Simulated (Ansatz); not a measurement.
Consider the ligand exchange at the Si–Br bond: `[SiH3]Br` + `CNB[SiH3]` → `CN([SiH3])B[SiH3]` + HBr.

Gas-phase electronic energies from Ansatz, PBE0-D4/def2-TZVP geometries. CCSD(T)/CBS is the MP2 limit (def2-TZVPP, def2-QZVPP) plus CCSD(T) − MP2 in def2-TZVPP, frozen cores. DFT in def2-TZVPP. B3LYP here is the variant with VWN-RPA as its local correlation; programs differ in this. For Br outer-core shells are correlated without core-valence functions, which leaves a few kJ/mol of doubt a bond. Scalar relativity is left out up to krypton. One conformer a species, not always the lowest.

`[SiH3]Br`:

Z-matrix (Å, degrees):
```
Si
Br 1 2.219
H 1 1.480 2 108.4
H 1 1.481 2 108.4 3 -120.0
H 1 1.481 2 108.4 3 120.0
```

`CNB[SiH3]`:

```xyz
12

C    -0.899   -0.861   -1.732
N    -0.597   -0.224   -0.469
B     0.657    0.014    0.064
Si    0.850    0.923    1.851
H    -1.499   -1.764   -1.589
H     0.034   -1.139   -2.221
H    -1.451   -0.187   -2.395
H    -1.418    0.062    0.044
H     1.608   -0.341   -0.578
H     1.570    0.061    2.834
H     1.623    2.194    1.743
H    -0.478    1.261    2.448
```

`CN([SiH3])B[SiH3]`:

Z-matrix (Å, degrees):
```
C
N 1 1.461
H 1 1.090 2 109.7
H 1 1.095 2 111.0 3 -120.0
H 1 1.095 2 111.0 3 120.0
Si 2 1.753 1 114.6 3 -179.4
B 2 1.397 1 121.4 3 0.6
H 6 1.487 2 109.2 1 -58.7
H 6 1.479 2 109.3 1 -179.7
H 6 1.487 2 109.2 1 59.3
Si 7 2.029 2 124.9 1 179.9
H 7 1.204 2 116.7 1 -0.1
H 11 1.493 7 112.6 2 -60.5
H 11 1.490 7 110.1 2 179.9
H 11 1.493 7 112.6 2 60.4
```

HBr:

Cartesian coordinates in Å:
```
Br 0.042 -0.270 -0.655
H -0.042 0.270 0.655
```

```
             level  ΔE (kJ/mol)  difference from CCSD(T)/CBS
            PBE-D4         66.3                          3.5
           PBE0-D4         67.6                          4.8
          B3LYP-D4         61.6                         -1.2
           ωB97M-V         63.6                          0.8
            B2PLYP         68.3                          5.5
               PBE         74.5                         11.7
            r2SCAN         69.9                          7.1
              PBE0         74.8                         12.0
             B3LYP         74.6                         11.8
    MP2/def2-TZVPP         59.7                         -3.1
SCS-MP2/def2-TZVPP         60.7                         -2.1
CCSD(T)/def2-TZVPP         57.9                         -4.9
     HF/def2-QZVPP         77.6                         14.8
SCS-MP2/def2-QZVPP         63.1                          0.3
      HF/CBS(def2)         77.5                         14.7
    CCSD/CBS(def2)         65.5                          2.7
       CCSD(T)/CBS         62.8                            0
```

Largest T1 diagnostic among the species: 0.014.

The D4 term adds −13.0 kJ/mol with B3LYP and −7.3 kJ/mol with PBE0; it sums over pairs of atoms, weighted by their polarisabilities, and B3LYP, whose exchange is more repulsive, gets the larger term. In def2-TZVPP, CCSD(T) changes the Hartree–Fock value by −20.4 kJ/mol (the triples alone add −2.7 kJ/mol) and MP2 by −18.6 kJ/mol.
